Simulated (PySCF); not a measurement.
`N#C[C@H](F)COCC=O`, C5H6FNO2

Geometry:
```json
{"atom": "N1", "x (Å)": "-3.655", "y (Å)": "0.574", "z (Å)": "1.047"}
{"atom": "C2", "x (Å)": "-2.534", "y (Å)": "0.476", "z (Å)": "0.856"}
{"atom": "C3", "x (Å)": "-1.114", "y (Å)": "0.343", "z (Å)": "0.595"}
{"atom": "F4", "x (Å)": "-0.600", "y (Å)": "1.573", "z (Å)": "0.218"}
{"atom": "C5", "x (Å)": "-0.864", "y (Å)": "-0.680", "z (Å)": "-0.533"}
{"atom": "O6", "x (Å)": "0.417", "y (Å)": "-1.242", "z (Å)": "-0.530"}
{"atom": "C7", "x (Å)": "1.477", "y (Å)": "-0.348", "z (Å)": "-0.782"}
{"atom": "C8", "x (Å)": "2.044", "y (Å)": "0.324", "z (Å)": "0.450"}
{"atom": "O9", "x (Å)": "1.691", "y (Å)": "0.134", "z (Å)": "1.576"}
{"atom": "H10", "x (Å)": "-0.586", "y (Å)": "0.047", "z (Å)": "1.513"}
{"atom": "H11", "x (Å)": "-1.073", "y (Å)": "-0.179", "z (Å)": "-1.492"}
{"atom": "H12", "x (Å)": "-1.549", "y (Å)": "-1.523", "z (Å)": "-0.411"}
{"atom": "H13", "x (Å)": "2.286", "y (Å)": "-0.943", "z (Å)": "-1.224"}
{"atom": "H14", "x (Å)": "1.191", "y (Å)": "0.427", "z (Å)": "-1.508"}
{"atom": "H15", "x (Å)": "2.865", "y (Å)": "1.024", "z (Å)": "0.202"}
```

Computed with GIAO BHandHLYP/pcSseg-1 magnetisability, rotational g tensor and spin-rotation constants, non-relativistic, gas phase in PySCF 2.14.0. Geometry: GFN2-xTB.

Q: What are the magnetisability and the molar susceptibility?

A: Isotropic -1040 × 10⁻³⁰ J/T², or -62.7 × 10⁻⁶ cm³/mol; principal values -1226, -1073, -822 × 10⁻³⁰ J/T², anisotropy 353 × 10⁻³⁰ J/T² (root of half the summed squared differences of the principal values). The susceptibility is in cgs units.

Q: Split it along the inertial axes a, b, c into diamagnetic and paramagnetic parts about the centre of mass, with the quadrupole moment.

A: 
| axis | χ (10⁻⁶ cm³/mol) | diamagnetic (10⁻⁶ cm³/mol) | paramagnetic (10⁻⁶ cm³/mol) | summed x² of all electrons (Å²) | quadrupole Θ (D Å) |
| --- | --- | --- | --- | --- | --- |
| a | -72.6 | -462.9 | 390.3 | 243.4 | -6.21 |
| b | -59.4 | -1185.1 | 1125.6 | 73.2 | +2.04 |
| c | -55.9 | -1343.2 | 1287.3 | 35.9 | +4.17 |

Anisotropies 2χaa − χbb − χcc = -29.9 and 2χbb − χaa − χcc = +9.7 × 10⁻⁶ cm³/mol. Θ is traceless in Buckingham's convention.

Q: And the rotational g tensor?

A: 
```csv
axis,rotational constant (GHz),g,nuclear part,electronic part
a,3.1630,-0.0323,0.5476,-0.5799
b,1.0378,-0.0194,0.5294,-0.5488
c,0.9092,-0.0190,0.5308,-0.5499
```
Asymmetric top; isotopes 12C, 19F, 1H, 14N, 16O; no vibrational averaging.
